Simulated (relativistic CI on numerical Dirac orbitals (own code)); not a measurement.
**Co5+ (3d4) in a crystal field**

Calculated by Dirac-Coulomb-Breit CI, KLI orbitals optimised for each configuration, model QED, one configuration in a parametric crystal field, unscaled Slater integrals (own radial code). With so little scaling, terms lie 10 to 35 % too far apart, which can change the order of excited levels.

Field parameters in Wybourne normalisation: Td as Oh with Dq negative (B⁴₀ = 21Dq, B⁴₄ = √(5/14) B⁴₀). The field is a parameter set, without covalency.

S and J are read from ⟨S²⟩ = S(S + 1) and ⟨J²⟩ = J(J + 1) of each level; they are not fictitious spins.

Td, 10Dq = -2600 cm⁻¹, the lowest 10 levels:

| E (cm⁻¹) | Degeneracy | Irrep | S | J |
| --- | --- | --- | --- | --- |
| 0.0 | 1 | A1 | 2.00 | 1.40 |
| 121 | 3 | T1 | 2.00 | 1.83 |
| 249 | 3 | T2 | 2.00 | 2.27 |
| 640 | 2 | E | 2.00 | 2.84 |
| 735 | 3 | T1 | 2.00 | 3.13 |
| 1070 | 3 | T2 | 2.00 | 3.64 |
| 3223 | 1 | A2 | 2.00 | 3.00 |
| 3281 | 3 | T2 | 2.00 | 3.23 |
| 3334 | 2 | E | 2.00 | 3.42 |
| 3370 | 3 | T1 | 2.00 | 3.51 |

Td, 10Dq = -4700 cm⁻¹, the lowest 16 levels:

```
E (cm⁻¹)  Degeneracy  Irrep     S     J
     0.0           1     A1  2.00  1.79
    88.4           3     T1  2.00  2.06
     172           3     T2  2.00  2.31
     612           2      E  2.00  3.04
     668           3     T1  2.00  3.18
    1005           3     T2  2.00  3.70
    5235           1     A2  2.00  3.00
    5262           3     T2  2.00  3.13
    5288           2      E  2.00  3.24
    5309           3     T1  2.00  3.33
    5330           1     A1  2.00  3.41
   26901           1     A1  0.99  3.65
   27442           3     T1  1.00  4.11
   27800           2      E  1.00  4.67
   27889           3     T2  1.00  4.89
   29476           3     T1  1.00  4.66
```

Td, 10Dq = -6800 cm⁻¹, the lowest 16 levels:

```csv
E (cm⁻¹),Degeneracy,Irrep,S,J
0.0,1,A1,2.00,1.96
72.7,3,T1,2.00,2.15
139,3,T2,2.00,2.33
598,2,E,2.00,3.11
639,3,T1,2.00,3.21
977,3,T2,2.00,3.73
7296,1,A2,2.00,3.00
7311,3,T2,2.00,3.09
7326,2,E,2.00,3.17
7339,3,T1,2.00,3.24
7351,1,A1,2.00,3.30
25150,1,A1,0.99,3.64
25758,3,T1,1.00,4.01
26156,2,E,1.00,4.52
26232,3,T2,1.00,4.65
28877,3,T1,1.00,4.59
```

The free-ion ground term has S = 2. Every field shown keeps that spin.

Levels of this model without a field, named by their leading LS term: ⁵D0 0, ⁵D1 195, ⁵D2 567, ⁵D3 1091, ⁵D4 1741, ³H4 30073, ³H5 30449, ³H6 30835 cm⁻¹.
